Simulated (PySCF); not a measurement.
C₂H₅F, SMILES CCF.

Geometry optimised at PBE-D3(BJ)/def2-TZVP.

All values below come from TDA-ωB97X/def2-SVPD run with PySCF 2.14.0.

Vertical excitations. Isolated molecule, no solvent. State labels are in the subgroup Cs.

```
state  symmetry  energy (eV)  λ (nm)      f                                                              main pairs
-----  --------  -----------  ------  -----  ----------------------------------------------------------------------
S1           A"         9.53     130  0.007                                                          HOMO→LUMO 78 %
S2           A'         9.93     125  0.008                HOMO−1→LUMO 65 %, HOMO−1→LUMO+2 16 %, HOMO−1→LUMO+1 13 %
S3           A"        10.13     122  0.002                      HOMO→LUMO+2 57 %, HOMO→LUMO+1 14 %, HOMO→LUMO 12 %
S4           A'        10.49     118  0.012                 HOMO−1→LUMO+2 49 %, HOMO−1→LUMO 28 %, HOMO−1→LUMO+1 9 %
S5           A"        10.77     115  0.148                    HOMO→LUMO+1 54 %, HOMO→LUMO+2 23 %, HOMO−3→LUMO 11 %
S6           A'        11.07     112  0.096                                                        HOMO−2→LUMO 75 %
S7           A'        11.19     111  0.265                HOMO−1→LUMO+1 53 %, HOMO−1→LUMO+2 18 %, HOMO−2→LUMO 11 %
S8           A'        11.30     110  0.054                                                        HOMO→LUMO+3 86 %
S9           A"        11.52     108  0.009                                    HOMO−1→LUMO+3 55 %, HOMO−3→LUMO 33 %
S10          A"        11.55     107  0.020  HOMO−1→LUMO+3 37 %, HOMO−3→LUMO 35 %, HOMO→LUMO+4 8 %, HOMO→LUMO+1 7 %
T1           A"         9.30     133      0                      HOMO→LUMO 54 %, HOMO→LUMO+2 17 %, HOMO→LUMO+1 16 %
T2           A'         9.58     129      0                HOMO−1→LUMO 43 %, HOMO−1→LUMO+2 30 %, HOMO−1→LUMO+1 13 %
T3           A"         9.67     128      0                                        HOMO→LUMO+2 48 %, HOMO→LUMO 30 %
T4           A'         9.99     124      0                                    HOMO−1→LUMO 45 %, HOMO−1→LUMO+2 35 %
```
Triplets are in the Tamm–Dancoff approximation.
